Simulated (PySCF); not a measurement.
All values below come from B3LYP-D3(BJ)/def2-TZVP // PBE-D3(BJ)/def2-SVP run with PySCF. Isolated molecules, 0 K electronic values unless said otherwise. B3LYP has the VWN-RPA correlation part, as in Gaussian. 

Reference species: [Ru(NH3)4]2+ (charge +2, multiplicity 1).

```yaml
mean_distance_from_the_central_atom_to_its_bonded_neighbours: 2.106 Å
charge on the central atom (Mulliken): 0.72 e
```

Changed species: [Os(NH3)4]2+ (M = Os, multiplicity 1; the reference has M = Ru, multiplicity 1).

Question: Predict the effect on the mean distance from the central atom to its bonded neighbours and charge on the central atom (Mulliken).

Answer: the mean distance from the central atom to its bonded neighbours rises by 0.019 Å, to 2.125 Å; the charge on the central atom (Mulliken) drops by 0.09 e, to 0.63 e.
